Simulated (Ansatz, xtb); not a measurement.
Potential energy curve for SAl (cation, charge +1), lowest triplet found (which spin is the ground state isn't settled by this scan).

Levels: ROMP2 = MP2 on ROHF/cc-pVDZ, frozen core (Ansatz, an electronic-structure program); UCCSD(T) = Ansatz with CCSD(T) on UHF/cc-pVDZ, frozen core; GFN1-xTB (xtb).

Energies are in kcal/mol, each relative to the lowest point of its own curve between 1.89 and 2.45 Å, where full CI is lowest.

```csv
R / Å,ROMP2,UCCSD(T),GFN1-xTB
1.62,128.1,131.2,?
1.77,54.3,57.1,57.6
1.89,23.1,25.5,21.2
1.95,?,15.7,11.5
2.04,?,?,3.3
2.13,0.8,1.7,0.0
2.24,0.0,0.0,0.0
2.26,0.2,0.0,?
2.36,1.8,?,2.6
2.45,—,2.5,5.5
```

Question: Complete the blanks.

Answer: 
- 1.62, GFN1-xTB: 162.6
- 1.95, ROMP2: 13.6
- 2.04, ROMP2: 4.8
- 2.04, UCCSD(T): 6.4
- 2.26, GFN1-xTB: 0.3
- 2.36, UCCSD(T): 1.0

A dash means that the run gave no value there, or that the column was ended at a point which the program doubted or which failed a test of continuity chosen for this set; such a test can also cut sound points.

The scan ran from 1.62 to 7.75 Å; beyond the distances shown full CI changes its symmetry label.
